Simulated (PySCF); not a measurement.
**Vibration and rotation of K₂⁻**

ROHF-CCSD(T) constants of K₂⁻, ²Σu⁺ (doublet), unpaired electrons σ ↑ (PySCF, no relativity, basis sets K def2-SVPD; masses 38.9637 and 38.9637 u):

| Quantity | Value |
| --- | --- |
| ωe | 63.0 cm⁻¹ |
| ωexe | 0.305 cm⁻¹ |
| Be | 0.04221 cm⁻¹ |
| αe | 0.000266 cm⁻¹ |
| D (centrifugal) | 7.59e-08 cm⁻¹ |
| De to K + K⁻ | 0.52 eV |

Q: Give the vibrational terms G(v) and spacings up to v = 6.

A: G(v) = ωe(v+½) − ωexe(v+½)².

```
v  G(v) (cm⁻¹)  G(v) − G(v−1)  Bv (cm⁻¹)
0         31.4                   0.04208
1         93.8           62.4    0.04181
2        155.6           61.8    0.04154
3        216.8           61.2    0.04128
4        277.3           60.6    0.04101
5        337.3           59.9    0.04075
6        396.6           59.3    0.04048
```

Q: How well does the Morse estimate ωe²/(4ωexe) reproduce De, and what is D0?

A: It gives 0.40 eV, 78 % of the computed De. D0 = De − G(0) = 0.52 − 0.00 = 0.52 eV.

Correlated steps freeze 10 core orbitals. Correlated levels converge slowly with the basis: in double zeta they bind strong bonds too weakly, by up to about 1 eV, and carry superposition errors of some tenths. The state was picked by a PBE0 search and need not be the measured ground state.
